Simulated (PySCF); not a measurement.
Compound: C4H7B.
Geometry (PBE0-D3(BJ)/def2-SVP, Å), atoms numbered from 1 in this order:
```
atom  x, y, z in Å
B1    -1.7862   -0.3481   -1.6830
C2    -0.2672   -0.6036   -1.4041
C3     0.2965   -0.1449   -0.1455
C4     0.7475    0.2466    0.9098
C5     1.2953    0.7142    2.1735
H6    -2.2377   -0.7117   -2.7457
H7    -2.5140    0.1835   -0.8791
H8     0.2908   -0.1915   -2.2695
H9    -0.1273   -1.6984   -1.5293
H10    2.3073    1.1290    2.0419
H11    1.3663   -0.1069    2.9045
H12    0.6664    1.5019    2.6178
```

Method: PBE0-D3(BJ)/def2-SVP geometry optimisation, gas phase in PySCF.

Take the most abundant isotopes and a rigid rotor. The values belong to one conformer with, in the numbering `[BH2:1][CH2:2][C:3]#[C:4][CH3:5]`, H–B1–C2–C3 179° and -2°.

Question: What are A, B and C (MHz)?

Answer: Ia = 21.42, Ib = 241.49, Ic = 256.71 u·Å²; 505379 MHz·u·Å²/I gives A = 23591, B = 2093, C = 1969 MHz.

Question: What kind of rotor is it?

Answer: A near-prolate asymmetric top; Ray's κ = -0.989.

Question: What does the inertial defect say?

Answer: Not planar: Δ = Ic − Ia − Ib = -6.20 u·Å². For a rigid frame Δ = −2 Σ m c², so Σ m c² = 3.10 u·Å² lies off the ab plane, practically all of it from hydrogen. The atom farthest from that plane is 1.01 Å away.

Question: List the rotational levels J(Ka,Kc) to J = 3 (K).

Answer: Above 0(0,0), as E/k:
J = 1: 1(0,1) 0.195, 1(1,1) 1.227, 1(1,0) 1.233
J = 2: 2(0,2) 0.585, 2(1,2) 1.611, 2(1,1) 1.628, 2(2,1) 4.724, 2(2,0) 4.724
J = 3: 3(0,3) 1.169, 3(1,3) 2.186, 3(1,2) 2.222, 3(2,2) 5.308, 3(2,1) 5.309, 3(3,1) 10.482, 3(3,0) 10.482
Those of J = 1 are B + C, A + C and A + B.

Question: Which types of transition are allowed, and where do some lines up to J = 2 fall?

Answer: The dipole components are |μa| = 0.29 D, |μb| = 0.50 D, |μc| = 0.02 D. The squared components, which scale the intensities, stand as 0.35 : 1.00 : 0.00 (a : b : c). Some of the stronger lines:

```json
{"type": "a", "branch": "Q", "J(Ka,Kc)": "2(1,1) ← 2(1,2)", "MHz": "372", "lower level (cm⁻¹)": "1.119"}
{"type": "a", "branch": "R", "J(Ka,Kc)": "1(0,1) ← 0(0,0)", "MHz": "4061", "lower level (cm⁻¹)": "0.000"}
{"type": "a", "branch": "R", "J(Ka,Kc)": "2(0,2) ← 1(0,1)", "MHz": "8122", "lower level (cm⁻¹)": "0.135"}
{"type": "a", "branch": "R", "J(Ka,Kc)": "2(1,1) ← 1(1,0)", "MHz": "8247", "lower level (cm⁻¹)": "0.857"}
{"type": "b", "branch": "Q", "J(Ka,Kc)": "1(1,0) ← 1(0,1)", "MHz": "21622", "lower level (cm⁻¹)": "0.135"}
{"type": "b", "branch": "Q", "J(Ka,Kc)": "2(1,1) ← 2(0,2)", "MHz": "21747", "lower level (cm⁻¹)": "0.406"}
{"type": "b", "branch": "R", "J(Ka,Kc)": "1(1,1) ← 0(0,0)", "MHz": "25560", "lower level (cm⁻¹)": "0.000"}
{"type": "b", "branch": "R", "J(Ka,Kc)": "2(1,2) ← 1(0,1)", "MHz": "29497", "lower level (cm⁻¹)": "0.135"}
{"type": "b", "branch": "Q", "J(Ka,Kc)": "2(2,0) ← 2(1,1)", "MHz": "64495", "lower level (cm⁻¹)": "1.132"}
{"type": "b", "branch": "Q", "J(Ka,Kc)": "2(2,1) ← 2(1,2)", "MHz": "64867", "lower level (cm⁻¹)": "1.119"}
{"type": "b", "branch": "R", "J(Ka,Kc)": "2(2,1) ← 1(1,0)", "MHz": "72741", "lower level (cm⁻¹)": "0.857"}
{"type": "b", "branch": "R", "J(Ka,Kc)": "2(2,0) ← 1(1,1)", "MHz": "72866", "lower level (cm⁻¹)": "0.853"}
```

Stationary, but not proved a minimum. No vibrational averaging or centrifugal distortion is included, and the geometry carries the error of its method. A rigid rotor knows nothing of internal rotation, which can split or shift real lines. Quadrupole hyperfine structure (11B) is left out.
